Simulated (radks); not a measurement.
The numbers below are computed, except where a source is named.
Q: Species: Ca2+. Configuration: [Ne] 3s2 3p5.75 4p0.25 (fractional occupations, a model configuration). Level of theory: scalar-relativistic Kohn-Sham, BLYP, spin-polarised, spherical densities, point nucleus; open shells are filled with parallel spins first (a radial shooting solver on a logarithmic mesh with Libxc functionals). Some entries of the table are withheld. Estimate them.

orbital,occ.,eigenvalue (eV),r(max) (bohr),<1/r> (bohr^-1)
1s up,1,-3969.813,0.05028,19.74
1s down,1,-3969.730,0.05028,19.74
2s up,1,-432.6303,0.2999,4.045
2s down,1,-432.5623,0.2999,4.045
2p up,3,-353.2491,0.2464,3.951
2p down,3,-353.1499,0.2464,3.951
3s up,1,-64.3645,0.9884,(1)
3s down,1,-64.0035,0.9886,(2)
3p up,3,-45.1251,1.038,1.097
3p down,2.75,-44.7845,1.039,1.096
3d up,0,(3),1.180,(4)
3d down,0,(5),1.185,(6)
4s up,0,-15.9002,2.863,0.4137
4p up,0.25,-12.0127,3.335,0.3536

A: 
(1) 3s up <1/r> (bohr^-1): 1.223
(2) 3s down <1/r> (bohr^-1): 1.222
(3) 3d up eigenvalue (eV): -17.7452
(4) 3d up <1/r> (bohr^-1): 0.7746
(5) 3d down eigenvalue (eV): -17.4876
(6) 3d down <1/r> (bohr^-1): 0.7709
